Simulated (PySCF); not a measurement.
trichloro(chlorosilyl)silane (Cl4H2Si2), SMILES Cl[Si](Cl)([SiH2]Cl)Cl.

Geometry: r2SCAN-D4/def2-SVP. One conformer was computed; it need not be the lowest.

These are r2SCAN/def2-TZVP run with PySCF values and carry that method's errors.

Symmetry labels are those of the subgroup Cs that the program uses (full group Cs).

Computed valence orbital energies around the gap with their symmetry:
| orbital | symmetry | energy (eV) |
|---|---|---|
| HOMO−7 | A" | -9.26 |
| HOMO−6 | A' | -9.26 |
| HOMO−5 | A' | -8.98 |
| HOMO−4 | A" | -8.70 |
| HOMO−3 | A' | -8.70 |
| HOMO−2 | A" | -8.38 |
| HOMO−1 | A" | -8.34 |
| HOMO | A' | -7.63 |
| LUMO | A' | -1.83 |
| LUMO+1 | A" | -1.36 |
| LUMO+2 | A' | -1.21 |
| LUMO+3 | A' | 0.07 |
